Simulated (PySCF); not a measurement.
# Worked example: entropy of an ideal gas

Mg(Br)(Me) (CH3BrMg), SMILES [CH3][Mg][Br].

Geometry: PBE0-D3(BJ)/def2-TZVP.

PBE0-D3(BJ)/def2-TZVP run with PySCF gives the harmonic wavenumbers 100, 100, 299, 582, 582, 608, 1149, 1441, 1441, 3037, 3122, 3122 cm⁻¹ and the rotational temperatures 7.7307, 0.0785, 0.0785 K. The molar mass is 119.24 g/mol, the symmetry number 3, the spin multiplicity 1.

Work out the entropy at 298.15 K and 1 atm in the rigid-rotor, harmonic-oscillator model.


Translation (Sackur–Tetrode at 1 atm): S = R[1.5 ln M + 2.5 ln T − 1.16487] = 168.4 J/(mol K).
Rotation: q = (√π/σ) T^1.5/√(θA θB θC) = 13900, S = R[ln q + 3/2] = 91.8 J/(mol K).
Vibration: with u = 1.4388 ν/T, each mode gives R[u/(e^u − 1) − ln(1 − e^−u)]:
```tsv
ν (cm⁻¹)	modes	u	S (J/(mol K))
100	2	0.48	28.91
299	1	1.44	5.95
582	2	2.81	4.03
608	1	2.93	1.82
1149	1	5.54	0.21
1441	2	6.95	0.13
```
The stiffer modes add less than 0.005 each. Sum 41.1 J/(mol K).
Spin: R ln 1 = 0.0 J/(mol K).
Total 301.2 J/(mol K); the program's own thermochemistry gives 301.2. Translation makes up 56 % and vibration 14 %. Anharmonicity, hindered rotation and orbital degeneracy are left out.
